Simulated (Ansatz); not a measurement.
Relaxation of Ge₂₅SbH₃₄, a doped nanocrystal cut from the lattice of germanium (Sb on an inner site) with UKS r2SCAN-D4/def2-SVP.

```sh
$ ansatz run in.yaml --threads 11 --pin off --events-out ev --progress --plain --max-ram 110592MiB --backend cuda --devices 0, --max-vram 75GiB
```

```yaml
crystal:
  periodic: [false, false, false]
  atoms:
    - {symbol: Ge, position_ang: [-1.810100, -3.830400, 1.395900]}
    - {symbol: Ge, position_ang: [0.994200, -3.829100, -1.431400]}
    - {symbol: Ge, position_ang: [-1.823300, 1.824000, -4.261600]}
    - {symbol: Ge, position_ang: [1.018100, -1.013300, -4.258900]}
    - {symbol: Ge, position_ang: [-1.826300, -1.016200, -1.445300]}
    - {symbol: Ge, position_ang: [-1.806300, 1.815900, 1.386500]}
    - {symbol: Ge, position_ang: [1.002000, -1.017600, 1.391000]}
    - {symbol: Ge, position_ang: [1.009600, 1.834700, -1.423000]}
    - {symbol: Ge, position_ang: [-1.855900, -1.042100, 4.217300]}
    - {symbol: Ge, position_ang: [1.007400, 1.818500, 4.223200]}
    - {symbol: Ge, position_ang: [3.874500, -1.030400, -1.443700]}
    - {symbol: Ge, position_ang: [3.873400, 1.825000, 1.400900]}
    - {symbol: Ge, position_ang: [-3.237500, -2.452900, -0.021100]}
    - {symbol: Ge, position_ang: [-3.228100, 0.382400, -2.862800]}
    - {symbol: Ge, position_ang: [-3.230900, 0.386600, 2.804000]}
    - {symbol: Ge, position_ang: [-0.399300, -2.427700, -2.860200]}
    - {symbol: Ge, position_ang: [-0.391900, -2.414900, 2.810200]}
    - {symbol: Ge, position_ang: [2.416000, -2.417300, -0.031100]}
    - {symbol: Ge, position_ang: [-0.387600, 0.384700, -5.667900]}
    - {symbol: Ge, position_ang: [-0.401100, 3.211000, -2.857300]}
    - {symbol: Ge, position_ang: [2.429000, 0.404900, -2.867300]}
    - {symbol: Sb, position_ang: [-0.417400, 0.403800, -0.030600]}
    - {symbol: Ge, position_ang: [-0.397200, 3.241200, 2.780700]}
    - {symbol: Ge, position_ang: [2.432000, 0.419100, 2.801000]}
    - {symbol: Ge, position_ang: [2.416100, 3.241100, -0.019800]}
    - {symbol: Ge, position_ang: [-0.387300, 0.395600, 5.612200]}
    - {symbol: H, position_ang: [-2.694500, -4.727000, 2.280100]}
    - {symbol: H, position_ang: [-0.934800, -4.744800, 0.495400]}
    - {symbol: H, position_ang: [1.904600, -4.710100, -2.325300]}
    - {symbol: H, position_ang: [0.136100, -4.713600, -0.553500]}
    - {symbol: H, position_ang: [-2.679700, 2.696700, -5.146100]}
    - {symbol: H, position_ang: [1.887400, -1.875500, -5.178400]}
    - {symbol: H, position_ang: [-2.694900, 2.693300, 0.492000]}
    - {symbol: H, position_ang: [-2.687900, -1.901100, 5.110400]}
    - {symbol: H, position_ang: [1.889400, 2.702900, 5.115800]}
    - {symbol: H, position_ang: [4.726000, -1.904400, -2.338400]}
    - {symbol: H, position_ang: [4.746600, -0.137800, -0.570800]}
    - {symbol: H, position_ang: [4.722500, 0.934800, 0.526100]}
    - {symbol: H, position_ang: [4.720800, 2.693100, 2.257800]}
    - {symbol: H, position_ang: [-4.100300, -3.321300, -0.891200]}
    - {symbol: H, position_ang: [-4.084500, -1.573500, 0.817000]}
    - {symbol: H, position_ang: [-4.098100, -0.438600, -3.745200]}
    - {symbol: H, position_ang: [-4.126100, 1.287200, -1.987600]}
    - {symbol: H, position_ang: [-4.114900, -0.482000, 1.935800]}
    - {symbol: H, position_ang: [-4.113400, 1.282500, 3.680300]}
    - {symbol: H, position_ang: [-1.291000, -3.310600, -3.744400]}
    - {symbol: H, position_ang: [0.476900, -3.322700, 3.666600]}
    - {symbol: H, position_ang: [3.327700, -3.306600, 0.853200]}
    - {symbol: H, position_ang: [-1.270700, -0.483100, -6.562600]}
    - {symbol: H, position_ang: [0.483200, 1.282600, -6.576500]}
    - {symbol: H, position_ang: [0.489300, 4.098500, -3.746000]}
    - {symbol: H, position_ang: [-1.291900, 4.101500, -1.950600]}
    - {symbol: H, position_ang: [3.288200, 1.280700, -3.762200]}
    - {symbol: H, position_ang: [0.476800, 4.120800, 1.924300]}
    - {symbol: H, position_ang: [-1.287800, 4.110800, 3.693500]}
    - {symbol: H, position_ang: [3.315800, -0.447200, 3.686100]}
    - {symbol: H, position_ang: [1.541800, 4.105500, 0.852900]}
    - {symbol: H, position_ang: [3.307400, 4.106900, -0.898500]}
    - {symbol: H, position_ang: [-1.303400, 1.290800, 6.503400]}
    - {symbol: H, position_ang: [0.459200, -0.467200, 6.531800]}
basis:
  gaussian: {orbitals: def2-SVP, fitting: {mean_field: def2-universal-jkfit}}
magnetization: {spin_polarized: true, initial_magnetization: 1}
hamiltonian: {xc: r2scan, dispersion: d4}
scf: {lower_state_search: "off"}
output: {orbitals: {seedname: orbitals}}
relax: {f_tol: 0.03, max_steps: 70}
```

Run time 2.8 min (11 threads of AMD EPYC 7R13 on a shared host and a whole NVIDIA H100 80GB HBM3), peak host memory 2.1 GiB.

Positions (Å) and forces (eV/Å) at steps 1, 2, 3, 4 of 20:

```xyz
60
step=1 energy=-1419885.0243 eV
Ge   -1.810   -3.830    1.396   -0.040    0.070    0.193
Ge    0.994   -3.829   -1.431    0.726    0.326   -0.576
Ge   -1.823    1.824   -4.262    0.563   -0.736    0.336
Ge    1.018   -1.013   -4.259   -0.241    0.212    0.105
Ge   -1.826   -1.016   -1.445   -1.054   -1.400   -0.955
Ge   -1.806    1.816    1.387   -1.040    0.803    1.647
Ge    1.002   -1.018    1.391    1.599   -1.126    1.499
Ge    1.010    1.835   -1.423    1.343    0.721   -1.201
Ge   -1.856   -1.042    4.217    1.080    0.775   -0.443
Ge    1.007    1.819    4.223   -0.091   -0.130   -0.431
Ge    3.874   -1.030   -1.444   -0.967    0.054   -0.223
Ge    3.873    1.825    1.401   -1.422    0.007   -0.118
Ge   -3.237   -2.453   -0.021    1.246   -0.473   -0.463
Ge   -3.228    0.382   -2.863    0.756    0.983    0.532
Ge   -3.231    0.387    2.804    0.384    0.459    0.458
Ge   -0.399   -2.428   -2.860    0.195    0.071    0.204
Ge   -0.392   -2.415    2.810   -0.767   -0.047   -0.145
Ge    2.416   -2.417   -0.031    0.224   -0.042   -0.353
Ge   -0.388    0.385   -5.668   -0.068    0.422    0.330
Ge   -0.401    3.211   -2.857   -0.320   -0.127    0.182
Ge    2.429    0.405   -2.867   -0.039   -0.445    0.663
Sb   -0.417    0.404   -0.031   -0.683    0.732   -1.184
Ge   -0.397    3.241    2.781   -0.438   -0.494    0.942
Ge    2.432    0.419    2.801   -0.149    0.514   -0.219
Ge    2.416    3.241   -0.020    0.826   -0.790   -0.103
Ge   -0.387    0.396    5.612   -0.761    0.194   -0.318
H    -2.695   -4.727    2.280   -0.100   -0.026    0.090
H    -0.935   -4.745    0.495   -0.428    0.077    0.402
H     1.905   -4.710   -2.325   -0.060    0.063    0.003
H     0.136   -4.714   -0.553    0.023   -0.336   -0.034
H    -2.680    2.697   -5.146   -0.380    0.374   -0.363
H     1.887   -1.875   -5.178    0.182   -0.201   -0.107
H    -2.695    2.693    0.492   -0.041    0.005   -0.118
H    -2.688   -1.901    5.110   -0.584   -0.536    0.515
H     1.889    2.703    5.116    0.085    0.153    0.099
H     4.726   -1.904   -2.338    0.288   -0.318   -0.314
H     4.747   -0.138   -0.571    0.259   -0.148   -0.116
H     4.723    0.935    0.526    0.359    0.025   -0.046
H     4.721    2.693    2.258    0.612    0.642    0.613
H    -4.100   -3.321   -0.891   -0.451   -0.440   -0.462
H    -4.085   -1.573    0.817   -0.684    0.349    0.335
H    -4.098   -0.439   -3.745   -0.646   -0.688   -0.577
H    -4.126    1.287   -1.988    0.007   -0.092    0.007
H    -4.115   -0.482    1.936   -0.324    0.061   -0.017
H    -4.113    1.282    3.680   -0.151    0.105    0.175
H    -1.291   -3.311   -3.744   -0.121   -0.122   -0.199
H     0.477   -3.323    3.667    0.272   -0.192    0.253
H     3.328   -3.307    0.853   -0.118    0.043    0.039
H    -1.271   -0.483   -6.563   -0.140   -0.151   -0.161
H     0.483    1.283   -6.577   -0.011   -0.050    0.022
H     0.489    4.098   -3.746    0.091    0.115   -0.001
H    -1.292    4.101   -1.951    0.127   -0.006   -0.113
H     3.288    1.281   -3.762    0.294    0.292   -0.373
H     0.477    4.121    1.924   -0.004    0.395   -0.023
H    -1.288    4.111    3.693   -0.039    0.061    0.015
H     3.316   -0.447    3.686    0.200   -0.302    0.244
H     1.542    4.106    0.853    0.012    0.394    0.009
H     3.307    4.107   -0.898    0.192    0.276   -0.269
H    -1.303    1.291    6.503    0.172   -0.134   -0.109
H     0.459   -0.467    6.532    0.246   -0.221    0.221
60
step=2 energy=-1419886.7574 eV
Ge   -1.870   -3.838    1.459   -0.024   -0.099   -0.228
Ge    1.078   -3.825   -1.504   -0.066   -0.020   -0.023
Ge   -1.804    1.803   -4.264    0.089   -0.060    0.051
Ge    1.014   -1.006   -4.271   -0.098    0.077   -0.028
Ge   -1.916   -1.144   -1.552   -0.225   -0.809   -0.189
Ge   -1.890    1.881    1.526   -0.177    0.183    0.650
Ge    1.090   -1.076    1.475   -0.326    0.274   -0.476
Ge    1.149    1.900   -1.543    0.767    0.249   -0.178
Ge   -1.814   -1.016    4.232    0.080    0.256   -0.085
Ge    1.006    1.812    4.225   -0.192    0.026    0.089
Ge    3.843   -1.076   -1.512    0.019    0.141    0.080
Ge    3.840    1.881    1.456   -0.117   -0.039   -0.272
Ge   -3.236   -2.543   -0.072    0.252   -0.014   -0.272
Ge   -3.230    0.413   -2.879    0.045   -0.114    0.084
Ge   -3.251    0.438    2.913    0.097    0.232   -0.053
Ge   -0.375   -2.462   -2.894   -0.178    0.110   -0.009
Ge   -0.432   -2.445    2.830   -0.058    0.234   -0.228
Ge    2.446   -2.432   -0.063   -0.105    0.088    0.059
Ge   -0.399    0.402   -5.662    0.088   -0.009   -0.014
Ge   -0.412    3.215   -2.867    0.280    0.108   -0.047
Ge    2.476    0.376   -2.892   -0.177    0.156   -0.021
Sb   -0.478    0.467   -0.132    0.454   -0.397    0.774
Ge   -0.451    3.248    2.911   -0.255   -0.098   -0.031
Ge    2.454    0.447    2.832   -0.269    0.056   -0.196
Ge    2.536    3.241   -0.070   -0.038   -0.105   -0.236
Ge   -0.414    0.405    5.609    0.029    0.040    0.111
H    -2.750   -4.743    2.334   -0.122    0.015    0.147
H    -1.021   -4.767    0.575   -0.058   -0.072    0.203
H     1.955   -4.725   -2.387    0.130    0.015   -0.110
H     0.215   -4.742   -0.634    0.063   -0.142   -0.065
H    -2.685    2.698   -5.151   -0.091    0.083   -0.076
H     1.899   -1.891   -5.174    0.037   -0.041   -0.036
H    -2.722    2.705    0.516   -0.071    0.069    0.118
H    -2.700   -1.902    5.113   -0.122   -0.141    0.164
H     1.886    2.715    5.117    0.031    0.002    0.057
H     4.734   -1.954   -2.393    0.043   -0.193   -0.170
H     4.770   -0.214   -0.645    0.113   -0.086   -0.094
H     4.743    1.010    0.583    0.181   -0.004    0.107
H     4.739    2.758    2.316    0.146    0.244    0.277
H    -4.139   -3.396   -0.957   -0.224   -0.389   -0.055
H    -4.127   -1.640    0.763   -0.280    0.124    0.019
H    -4.121   -0.469   -3.753   -0.204   -0.034   -0.203
H    -4.134    1.282   -1.980    0.039   -0.033    0.021
H    -4.153   -0.405    2.010   -0.134    0.033    0.041
H    -4.159    1.330    3.765   -0.141   -0.008    0.328
H    -1.290   -3.330   -3.784    0.154   -0.157   -0.176
H     0.485   -3.331    3.691    0.029   -0.104    0.150
H     3.318   -3.312    0.864    0.057   -0.049   -0.071
H    -1.276   -0.483   -6.566   -0.045   -0.011   -0.023
H     0.483    1.281   -6.574   -0.032    0.011    0.019
H     0.495    4.114   -3.736   -0.143    0.063   -0.063
H    -1.281    4.117   -1.962    0.054   -0.047   -0.001
H     3.319    1.285   -3.804    0.213   -0.104   -0.193
H     0.397    4.154    2.018   -0.037    0.144    0.022
H    -1.345    4.152    3.770    0.023    0.115    0.298
H     3.326   -0.468    3.710    0.111   -0.027    0.121
H     1.639    4.139    0.781   -0.036    0.161   -0.088
H     3.378    4.153   -0.966    0.346    0.167    0.002
H    -1.303    1.294    6.509    0.028   -0.026   -0.042
H     0.460   -0.466    6.527    0.047   -0.046    0.062
60
step=3 energy=-1419887.4180 eV
Ge   -1.908   -3.842    1.456   -0.052   -0.027   -0.077
Ge    1.087   -3.848   -1.572   -0.053    0.000   -0.049
Ge   -1.759    1.762   -4.250    0.038   -0.023    0.055
Ge    1.033   -1.025   -4.326   -0.077    0.080   -0.003
Ge   -1.875   -1.240   -1.552   -0.124   -0.305   -0.283
Ge   -1.934    1.921    1.669   -0.250    0.248    0.291
Ge    1.012   -1.002    1.376   -0.263    0.223   -0.229
Ge    1.244    1.864   -1.549    0.310    0.153   -0.281
Ge   -1.831   -0.979    4.273   -0.031    0.093   -0.053
Ge    0.969    1.833    4.268   -0.063    0.064    0.054
Ge    3.862   -1.084   -1.579    0.017    0.080    0.008
Ge    3.844    1.917    1.451   -0.083    0.014   -0.095
Ge   -3.280   -2.604   -0.118    0.164   -0.062   -0.065
Ge   -3.171    0.332   -2.879   -0.028   -0.092    0.030
Ge   -3.319    0.482    3.026    0.054    0.038    0.041
Ge   -0.361   -2.502   -2.972    0.001    0.010    0.033
Ge   -0.487   -2.377    2.785    0.050    0.148   -0.104
Ge    2.407   -2.395   -0.131   -0.076    0.055    0.109
Ge   -0.383    0.388   -5.697    0.031    0.006   -0.052
Ge   -0.327    3.165   -2.871    0.172    0.114   -0.049
Ge    2.515    0.365   -2.972   -0.053   -0.014    0.001
Sb   -0.577    0.574   -0.151    0.443   -0.442    0.408
Ge   -0.498    3.314    3.024   -0.054   -0.047    0.038
Ge    2.379    0.502    2.785   -0.144   -0.052   -0.093
Ge    2.600    3.282   -0.119    0.020   -0.068   -0.052
Ge   -0.416    0.410    5.669    0.065   -0.015    0.027
H    -2.804   -4.703    2.364   -0.039    0.022    0.108
H    -1.021   -4.803    0.644   -0.072   -0.026    0.139
H     1.998   -4.710   -2.465    0.123    0.016   -0.014
H     0.218   -4.795   -0.732    0.098   -0.087   -0.036
H    -2.654    2.667   -5.123   -0.049    0.043   -0.006
H     1.915   -1.910   -5.235    0.026   -0.030   -0.002
H    -2.787    2.768    0.694   -0.063    0.062    0.099
H    -2.703   -1.885    5.162   -0.014   -0.121    0.071
H     1.866    2.716    5.166    0.068   -0.044    0.012
H     4.716   -1.999   -2.469    0.010   -0.152   -0.042
H     4.815   -0.221   -0.738    0.071   -0.106   -0.055
H     4.790    1.019    0.641    0.082    0.036    0.102
H     4.703    2.810    2.351    0.059    0.103    0.177
H    -4.174   -3.532   -0.950   -0.083   -0.156   -0.053
H    -4.184   -1.657    0.674   -0.130    0.046   -0.027
H    -4.109   -0.498   -3.770   -0.135    0.045   -0.121
H    -4.021    1.191   -1.918   -0.020   -0.007   -0.032
H    -4.216   -0.370    2.117   -0.075    0.061    0.025
H    -4.225    1.313    3.951   -0.056   -0.020    0.156
H    -1.211   -3.401   -3.901    0.062   -0.045   -0.090
H     0.423   -3.263    3.662    0.038   -0.045    0.058
H     3.287   -3.282    0.784   -0.001    0.010    0.018
H    -1.275   -0.486   -6.600   -0.021   -0.002   -0.016
H     0.487    1.282   -6.605   -0.017    0.001    0.005
H     0.517    4.109   -3.757   -0.134    0.057   -0.048
H    -1.186    4.012   -1.906    0.015    0.019   -0.041
H     3.398    1.211   -3.916    0.078   -0.044   -0.094
H     0.356    4.216    2.121   -0.068    0.079    0.012
H    -1.335    4.214    3.950    0.026    0.045    0.142
H     3.257   -0.410    3.670    0.049   -0.034    0.045
H     1.651    4.186    0.682    0.004    0.066   -0.081
H     3.516    4.189   -0.958    0.133    0.048   -0.019
H    -1.302    1.297    6.571    0.009   -0.010   -0.013
H     0.463   -0.466    6.583    0.012   -0.010    0.008
60
step=4 energy=-1419887.7602 eV
Ge   -1.947   -3.830    1.482    0.002   -0.012   -0.010
Ge    1.124   -3.860   -1.616   -0.019   -0.051    0.071
Ge   -1.745    1.751   -4.261   -0.027    0.041    0.034
Ge    1.033   -1.026   -4.375    0.021   -0.007    0.014
Ge   -1.862   -1.296   -1.608   -0.062    0.054   -0.145
Ge   -1.985    1.967    1.776   -0.155    0.165    0.018
Ge    0.968   -0.961    1.343   -0.001   -0.032   -0.009
Ge    1.302    1.856   -1.610   -0.026    0.094   -0.123
Ge   -1.839   -0.966    4.309   -0.111   -0.078   -0.025
Ge    0.956    1.846    4.306    0.044    0.044    0.017
Ge    3.869   -1.120   -1.622    0.100   -0.028    0.073
Ge    3.830    1.954    1.478    0.065   -0.028    0.012
Ge   -3.285   -2.645   -0.168   -0.010   -0.017    0.063
Ge   -3.171    0.289   -2.925   -0.099   -0.094   -0.036
Ge   -3.362    0.513    3.124   -0.031   -0.043    0.074
Ge   -0.331   -2.534   -3.027    0.003   -0.039   -0.031
Ge   -0.514   -2.336    2.774    0.079    0.101   -0.053
Ge    2.385   -2.374   -0.143   -0.104    0.089    0.102
Ge   -0.386    0.392   -5.736   -0.019   -0.002   -0.072
Ge   -0.279    3.171   -2.921    0.079    0.089   -0.052
Ge    2.546    0.336   -3.030    0.025    0.007   -0.087
Sb   -0.592    0.592   -0.139    0.129   -0.138    0.011
Ge   -0.531    3.353    3.120    0.033    0.037    0.025
Ge    2.334    0.525    2.774   -0.074   -0.066   -0.051
Ge    2.643    3.288   -0.168   -0.019    0.015    0.034
Ge   -0.404    0.399    5.705    0.075   -0.008    0.030
H    -2.840   -4.645    2.442   -0.024    0.066    0.013
H    -1.047   -4.836    0.741   -0.044   -0.023    0.056
H     2.103   -4.681   -2.483    0.055    0.058    0.007
H     0.292   -4.858   -0.789    0.050   -0.019   -0.055
H    -2.662    2.671   -5.107    0.019   -0.021    0.015
H     1.923   -1.922   -5.270   -0.009    0.008   -0.020
H    -2.868    2.848    0.852    0.010   -0.009    0.070
H    -2.671   -1.928    5.197    0.068    0.010   -0.024
H     1.909    2.681    5.198    0.006   -0.056   -0.019
H     4.684   -2.107   -2.488   -0.077   -0.033    0.024
H     4.875   -0.297   -0.796    0.018   -0.042   -0.056
H     4.834    1.048    0.738   -0.003    0.064    0.072
H     4.651    2.845    2.437   -0.080    0.009   -0.001
H    -4.170   -3.620   -0.977    0.046   -0.005    0.007
H    -4.220   -1.667    0.574    0.000   -0.056   -0.081
H    -4.163   -0.460   -3.852    0.068    0.087    0.023
H    -4.000    1.149   -1.945   -0.002   -0.016   -0.012
H    -4.274   -0.315    2.198   -0.024    0.044    0.045
H    -4.263    1.290    4.111    0.026   -0.039    0.034
H    -1.137   -3.440   -3.995    0.041   -0.004    0.005
H     0.407   -3.220    3.655   -0.001    0.006   -0.028
H     3.255   -3.246    0.798   -0.012    0.016    0.010
H    -1.287   -0.476   -6.639    0.014    0.005    0.003
H     0.478    1.293   -6.642    0.005   -0.006   -0.004
H     0.469    4.166   -3.844   -0.084   -0.062    0.015
H    -1.140    3.998   -1.939    0.014    0.005   -0.005
H     3.449    1.139   -4.004    0.004   -0.048    0.014
H     0.292    4.270    2.194   -0.056    0.015    0.047
H    -1.316    4.250    4.103    0.031   -0.018    0.045
H     3.218   -0.395    3.656   -0.007    0.002   -0.026
H     1.658    4.213    0.578    0.058   -0.003   -0.085
H     3.606    4.184   -0.978    0.015   -0.044    0.010
H    -1.288    1.284    6.607   -0.007    0.002    0.038
H     0.482   -0.480    6.612   -0.013    0.013   -0.022
```

In the def2 sets Sb takes a core potential; there is no spin–orbit coupling. Single mean-field runs in def2-SVP are fitted with def2-universal-jkfit. The relaxation made no stability test and no search for a lower SCF solution.
